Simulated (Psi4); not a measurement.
trigermane (H$_{8}$Ge$_{3}$), singlet, at a GFN2-xTB geometry. Base run: Psi4 with R2SCAN/STO-3G.

Input for Psi4:
```
memory 2 GB

molecule mol {
0 1
Ge    1.900016    0.787608    0.012672
Ge    0.159059   -0.829749   -0.117822
Ge   -2.054347    0.016851    0.101477
H     3.278975    0.214864   -0.120157
H     1.803785    1.845198   -1.046877
H     1.905234    1.541601    1.309649
H     0.394271   -1.908798    0.915399
H     0.281264   -1.601503   -1.412673
H    -2.461276    0.905491   -1.036401
H    -2.241652    0.855430    1.331329
H    -3.111898   -1.042992    0.177276
}

set {
  basis sto-3g
  reference rks
}

energy('r2scan')
print_variables()
```

The base run was repeated with changes; each row names its change, and settings that it needs were set with it.

```json
[
 {"change": "base", "ΔE vs base (mEh)": "0.000", "SCF cycles": "8", "grid points": "233535", "basis functions": "62"},
 {"change": "level_shift = 0.3", "ΔE vs base (mEh)": "0.000", "SCF cycles": "7", "grid points": "233535", "basis functions": "62"},
 {"change": "scf_type = dfdirj+link", "ΔE vs base (mEh)": "0.000", "SCF cycles": "8", "grid points": "233535", "basis functions": "62"},
 {"change": "guess = sadno", "ΔE vs base (mEh)": "0.000", "SCF cycles": "10", "grid points": "233535", "basis functions": "62"},
 {"change": "scf_type = pk", "ΔE vs base (mEh)": "5.910", "SCF cycles": "8", "grid points": "233535", "basis functions": "62"},
 {"change": "scf_type = out_of_core", "ΔE vs base (mEh)": "5.910", "SCF cycles": "8", "grid points": "233535", "basis functions": "62"},
 {"change": "dft_spherical_points = 590", "ΔE vs base (mEh)": "-0.013", "SCF cycles": "8", "grid points": "454234", "basis functions": "62"},
 {"change": "dft_radial_points = 50", "ΔE vs base (mEh)": "57.421", "SCF cycles": "8", "grid points": "157409", "basis functions": "62"},
 {"change": "guess = sap", "ΔE vs base (mEh)": "0.000", "SCF cycles": "8", "grid points": "233535", "basis functions": "62"},
 {"change": "d_convergence = 1e-8", "ΔE vs base (mEh)": "0.000", "SCF cycles": "11", "grid points": "233535", "basis functions": "62"},
 {"change": "scf_type = cd", "ΔE vs base (mEh)": "5.019", "SCF cycles": "8", "grid points": "233535", "basis functions": "62"},
 {"change": "e_convergence = 1e-8", "ΔE vs base (mEh)": "0.000", "SCF cycles": "9", "grid points": "233535", "basis functions": "62"},
 {"change": "scf_initial_accelerator = ediis", "ΔE vs base (mEh)": "0.000", "SCF cycles": "8", "grid points": "233535", "basis functions": "62"}
]
```
